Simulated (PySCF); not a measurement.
# Exercise with solution: refractive index and permittivity of the vapour

CH7ClFNSi2, SMILES CN[SiH2][Si@@H](F)Cl.

Geometry: B3LYP-D3(BJ)/def2-SVP. The structure was generated by enumeration; whether it is a known compound was not checked. One conformer was computed; it need not be the lowest.

PBE/def2-TZVP (PySCF) gives a mean static polarisability of 88.1 bohr³ and a dipole moment of 3.00 D. Take an ideal gas at 298.15 K and 1 bar, whether or not the substance is that volatile.

### Question
Work out n − 1 in the optical limit and the static ε − 1.

### Answer

Polarisability volume α' = 88.1 × 0.148185 = 13.06 Å³. Number density N = p/kT = 2.43e-5 Å⁻³.
Dilute limit of Lorentz–Lorenz: n − 1 = 2π N α' = 0.0020.
Orientation term of Debye: μ²/(3kT) = 8.098 Å³ × μ²(D²) = 72.88 Å³.
ε − 1 = 4π N (α' + μ²/3kT) = 0.026. Orientation of the dipole supplies 85 % of the static response; it can't follow optical fields. Vibrational polarisation and dispersion are left out.
